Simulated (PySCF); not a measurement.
Ag(I) cation (AgI), SMILES [Ag][I] (connectivity only; charge and spin as stated), charge +1, multiplicity 2. Geometry optimised at PBE-D3(BJ)/def2-TZVP. The spin state was assumed, not searched. The def2 effective core potentials stand for the cores of Ag, I; spin–orbit coupling is left out.

Computed with PBE-D3(BJ)/def2-TZVP (PySCF).

Harmonic wavenumbers (cm⁻¹): 158. Rotational constants (GHz): 1.248 (linear); symmetry number 1.

Task: Work out the zero-point energy and the ideal-gas rigid-rotor harmonic-oscillator thermochemistry at 298.15 K and 1 atm.

Result: ZPE = ½ Σ hcν = ½ × 158 cm⁻¹ = 0.23 kcal/mol. H − E(el) = 2.69 kcal/mol. Entropy in cal/(mol K): translation 42.26, rotation 18.90, vibration 2.57, spin 1.38, total 65.11. G − E(el) = -16.72 kcal/mol. Cp = 8.85 cal/(mol K).
